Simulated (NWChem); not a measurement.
CClF, singlet; SMILES F[C]Cl

Results from NWChem. Low-valent species are run as closed-shell singlets; no triplet was tried in these runs. All runs use the structure optimised with PBE0/def2-SVP. Ions are spin-unrestricted doublets at the neutral geometry; other ion states weren't tried.

Order these by “ΔSCF minus −ε(HOMO) (eV)”, lowest first: Hartree-Fock/def2-SVP; CAM-B3LYP/def2-SVP; r2SCAN/def2-SVP; B3LYP/def2-SVP.

Hartree-Fock/def2-SVP (-1.44), CAM-B3LYP/def2-SVP (1.57), B3LYP/def2-SVP (3.18), r2SCAN/def2-SVP (3.88)
